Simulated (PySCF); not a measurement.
Computed shifts of a molecule C11H9N, PBE/pcSseg-1 run with PySCF, GIAO, gas phase, equivalent atoms averaged, in ppm (number of nuclei): ¹³C: 153.8 (1), 153.6 (1), 144.8 (1), 142.3 (1), 137.9 (1), 134.3 (2), 133.1 (1), 132.6 (2), 128.4 (1). ¹⁵N: 362.4 (1). ¹H: 9.16 (1), 9.00 (1), 7.92 (1), 7.86 (1), 7.78 (2), 7.75 (1), 7.70 (1), 7.46 (1). References: ¹³C against TMS (σ = 182.0 ppm); ¹⁵N against NH3 (σ = 267.0 ppm); ¹H against TMS (σ = 31.49 ppm), references at their B3LYP-D3(BJ)/def2-TZVP geometries, non-relativistic. The structure is a stationary point at PBE0-D3(BJ)/def2-SVP. One conformer was computed; it need not be the lowest.

Problem. Which molecule gave these data?
A) C=C(/C=C/C#N)c1ccccc1
B) c1ccc(-c2ccccn2)cc1
C) c1ccc(-c2cccnc2)cc1
D) C=C/C(=C/C#N)c1ccccc1

Solution. C, c1ccc(-c2cccnc2)cc1
